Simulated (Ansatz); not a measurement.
Reaction (substitution at a C–C bond): `CC(Cl)Br` + H–F → `FC(Cl)Br` + CH₄

Isolated molecules relaxed with PBE0-D4/def2-TZVP in Ansatz; ΔE leaves out vibrations. CCSD(T)/CBS adds triple-zeta CCSD(T) − MP2 to the extrapolated MP2 energy (def2 sets, frozen cores). This one scheme is used for every species. Functionals use def2-TZVPP. HSE06 is defined as in plane-wave codes. For Br outer-core shells are correlated without core-valence functions, which leaves a few kJ/mol of doubt a bond. Scalar relativity is left out up to krypton.

(1) Is it downhill or uphill in electronic energy at CCSD(T)/CBS, and by how much? (An estimate is asked.)

(2) What do these levels give: PBE-D4, BLYP, HSE06, MP2/def2-SVP, MP2/def2-TZVPP, HF/def2-QZVPP? (An estimate is asked.)

Largest T1 diagnostic among the species: 0.009.

Answers

(1) Computed: Uphill: ΔE = +58.2 kJ/mol.

(2) The calculation gave: PBE-D4 35.4, BLYP 21.4, HSE06 40.3, MP2/def2-SVP 48.6, MP2/def2-TZVPP 63.1, HF/def2-QZVPP 38.5 kJ/mol.

From r2SCAN to r2SCAN0 (25 % exact exchange), in def2-TZVPP and without D4, ΔE moves by +8.4 kJ/mol. At CCSD(T), def2-SVP lies −17.7 kJ/mol from the extrapolated value and def2-TZVPP −5.4 kJ/mol.
